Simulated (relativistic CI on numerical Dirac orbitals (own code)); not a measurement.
## Inner-shell lines of Ca¹⁶⁺

These numbers are calculated, not measured: Dirac-Coulomb-Breit CI, separate exchange-only KLI orbitals for each configuration, model QED (radiative potential, 1s self-energy scaled to tabulated hydrogen-like ionisation energies), valence Slater integrals scaled by 0.9 (own radial code, finite nucleus).

Configurations in the expansion: 1s2.2s2, 1s.2s2.2p, 1s.2s2.3p, 1s2.2s.2p, 1s.2s.2p2, 1s.2s.2p.3p. Levels of other configurations are missing.

The table holds the strongest lines. The upper levels have an inner-shell vacancy. Auger decay, open to those above the ionisation limit, is not computed, and radiative decays to configurations outside the model are missing too. Absolute energies can be off by a few tenths of a per cent, so close lines can change order. LS names give the leading component, which can be well under half, for lower levels too. Brackets number the levels in order of energy.

| λ (Å) | Upper | Lower | A (s⁻¹) | gA (s⁻¹) |
| --- | --- | --- | --- | --- |
| 3.23635 | 1s.2s.2p2 1D_2 [21] | 1s2.2s.2p 1P°_1 [5] | 5.38e+13 | 2.69e+14 |
| 3.23274 | 1s.2s.2p2 3P_2 [23] | 1s2.2s.2p 1P°_1 [5] | 1.69e+13 | 8.44e+13 |
| 3.23203 | 1s.2s.2p2 3P_1 [14] | 1s2.2s.2p 3P°_2 [4] | 4.74e+13 | 1.42e+14 |
| 3.23146 | 1s.2s.2p2 3D_2 [15] | 1s2.2s.2p 3P°_2 [4] | 5.97e+12 | 2.99e+13 |
| 3.23084 | 1s.2s.2p2 3D_3 [16] | 1s2.2s.2p 3P°_2 [4] | 8.42e+13 | 5.89e+14 |
| 3.22996 | 1s.2s.2p2 3P_0 [13] | 1s2.2s.2p 3P°_1 [3] | 2.23e+14 | 2.23e+14 |
| 3.22994 | 1s.2s.2p2 3D_1 [17] | 1s2.2s.2p 3P°_2 [4] | 3.20e+13 | 9.60e+13 |
| 3.22917 | 1s.2s.2p2 3P_1 [14] | 1s2.2s.2p 3P°_1 [3] | 1.66e+13 | 4.97e+13 |
| 3.2286 | 1s.2s.2p2 3D_2 [15] | 1s2.2s.2p 3P°_1 [3] | 1.15e+14 | 5.73e+14 |
| 3.22819 | 1s.2s.2p2 3P_2 [18] | 1s2.2s.2p 3P°_2 [4] | 1.85e+14 | 9.24e+14 |
| 3.22801 | 1s.2s.2p2 3P_1 [14] | 1s2.2s.2p 3P°_0 [2] | 1.29e+14 | 3.88e+14 |
| 3.22708 | 1s.2s.2p2 3D_1 [17] | 1s2.2s.2p 3P°_1 [3] | 8.64e+13 | 2.59e+14 |
| 3.22533 | 1s.2s.2p2 3P_2 [18] | 1s2.2s.2p 3P°_1 [3] | 8.46e+12 | 4.23e+13 |
| 3.22495 | 1s.2s.2p2 1P_1 [24] | 1s2.2s.2p 1P°_1 [5] | 2.57e+14 | 7.72e+14 |
| 3.22295 | 1s.2s2.2p 1P°_1 [12] | 1s2.2s2 1S_0 [1] | 1.68e+14 | 5.04e+14 |
| 3.22259 | 1s.2s.2p2 1S_0 [25] | 1s2.2s.2p 1P°_1 [5] | 7.41e+13 | 7.41e+13 |
| 3.21913 | 1s.2s.2p2 3S_1 [19] | 1s2.2s.2p 3P°_2 [4] | 4.52e+13 | 1.36e+14 |
| 3.21628 | 1s.2s.2p2 3S_1 [19] | 1s2.2s.2p 3P°_1 [3] | 2.18e+13 | 6.54e+13 |
| 3.21469 | 1s.2s.2p2 1D_2 [21] | 1s2.2s.2p 3P°_2 [4] | 8.95e+12 | 4.48e+13 |
| 3.21343 | 1s.2s.2p2 3P_1 [22] | 1s2.2s.2p 3P°_2 [4] | 2.69e+13 | 8.07e+13 |
| 2.794 | 1s.2s.2p.3p 3P_2 [39] | 1s2.2s.2p 3P°_2 [4] | 6.29e+12 | 3.14e+13 |
| 2.79186 | 1s.2s.2p.3p 3P_2 [39] | 1s2.2s.2p 3P°_1 [3] | 1.18e+13 | 5.91e+13 |
| 2.79114 | 1s.2s.2p.3p 3D_2 [43] | 1s2.2s.2p 3P°_2 [4] | 1.33e+13 | 6.64e+13 |
| 2.79001 | 1s.2s.2p.3p 3D_1 [42] | 1s2.2s.2p 3P°_1 [3] | 1.57e+13 | 4.71e+13 |
| 2.78992 | 1s.2s.2p.3p 3D_3 [44] | 1s2.2s.2p 3P°_2 [4] | 2.45e+13 | 1.72e+14 |
| 2.78914 | 1s.2s.2p.3p 3D_1 [42] | 1s2.2s.2p 3P°_0 [2] | 9.91e+12 | 2.97e+13 |
| 2.789 | 1s.2s.2p.3p 3D_2 [43] | 1s2.2s.2p 3P°_1 [3] | 1.15e+13 | 5.73e+13 |
| 2.78806 | 1s.2s.2p.3p 3S_1 [45] | 1s2.2s.2p 3P°_2 [4] | 1.92e+13 | 5.76e+13 |
| 2.78489 | 1s.2s.2p.3p 1P_1 [63] | 1s2.2s.2p 1P°_1 [5] | 3.52e+13 | 1.06e+14 |
| 2.78401 | 1s.2s.2p.3p 1D_2 [64] | 1s2.2s.2p 1P°_1 [5] | 2.75e+13 | 1.37e+14 |
| 2.78092 | 1s.2s.2p.3p 1S_0 [65] | 1s2.2s.2p 1P°_1 [5] | 2.90e+13 | 2.90e+13 |
| 2.7785 | 1s.2s.2p.3p 3D_3 [50] | 1s2.2s.2p 3P°_2 [4] | 1.13e+13 | 7.88e+13 |
| 2.7779 | 1s.2s.2p.3p 3D_2 [47] | 1s2.2s.2p 3P°_1 [3] | 9.48e+12 | 4.74e+13 |
| 2.77751 | 1s.2s.2p.3p 3P_2 [52] | 1s2.2s.2p 3P°_2 [4] | 8.21e+12 | 4.10e+13 |
| 2.77661 | 1s.2s2.3p 1P°_1 [33] | 1s2.2s2 1S_0 [1] | 3.96e+13 | 1.19e+14 |
